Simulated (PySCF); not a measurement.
# SmO: f occupation and spin

Unrestricted PBE0; PySCF, spin-free X2C with a Gaussian nucleus, basis sets Sm x2c-TZVPall, O x2c-TZVPall. The search starts from ions with several 4f fillings and holds each by maximum overlap.

The lowest solution has 2Ms+1 = 7, about 5.8 4f electrons, near 1.83 Å.

The lowest solution of each spin and filling, followed along the bond (rough minima from three points):

```json
{"2Ms+1": "7", "4f population": "5.76", "⟨S²⟩ at the start": "12.06", "R at minimum (Å)": "1.83", "Te (eV)": "0.00"}
{"2Ms+1": "5", "4f population": "5.33", "⟨S²⟩ at the start": "7.12", "R at minimum (Å)": "1.78", "Te (eV)": "0.33"}
{"2Ms+1": "7", "4f population": "5.30", "⟨S²⟩ at the start": "12.15", "R at minimum (Å)": "1.80", "Te (eV)": "0.56"}
```

Solutions at the starting distance of 1.960 Å, counted from the lowest; the search is not exhaustive:

| 2Ms+1 | 4f population | E (eV) | ⟨S²⟩ | ⟨Lz²⟩ | μ (D) |
| --- | --- | --- | --- | --- | --- |
| 7 | 5.76 | 0.00 | 12.06 | 4.0 | -6.31 |
| 7 | 5.94 | 0.28 | 12.02 | 4.1 | -8.18 |
| 7 | 5.97 | 0.29 | 12.02 | 2.0 | -8.35 |
| 5 | 5.33 | 0.61 | 7.12 | 6.0 | -4.72 |
| 7 | 5.30 | 0.75 | 12.15 | 10.0 | -4.94 |
| 7 | 5.33 | 0.78 | 12.19 | 6.6 | -4.79 |
| 5 | 5.30 | 0.96 | 7.13 | 10.0 | -4.78 |
| 9 | 6.00 | 1.70 | 20.01 | 4.0 | -2.39 |
| 9 | 6.01 | 1.80 | 20.01 | 5.2 | -2.40 |
| 9 | 6.03 | 1.84 | 20.01 | 1.8 | -2.31 |
| 5 | 5.24 | 2.09 | 7.04 | 12.9 | -7.94 |
| 7 | 5.38 | 2.12 | 12.18 | 5.0 | -3.93 |
| 5 | 5.52 | 2.13 | 7.01 | 4.7 | -5.29 |
| 5 | 5.34 | 2.28 | 7.00 | 7.0 | -3.84 |

Partly filled real f orbitals mix terms, so no term symbols are given. A population far from a whole number shows f orbitals mixing with d and ligand orbitals, not a clean configuration. A positive dipole means Sm(−)O(+).

Spin–orbit coupling is left out. Counting both spins, an empty level lies below a filled one in some of these solutions, because spin and occupation are held. With d or f electrons several states lie close, and the lowest PBE0 determinant need not be the measured ground state.
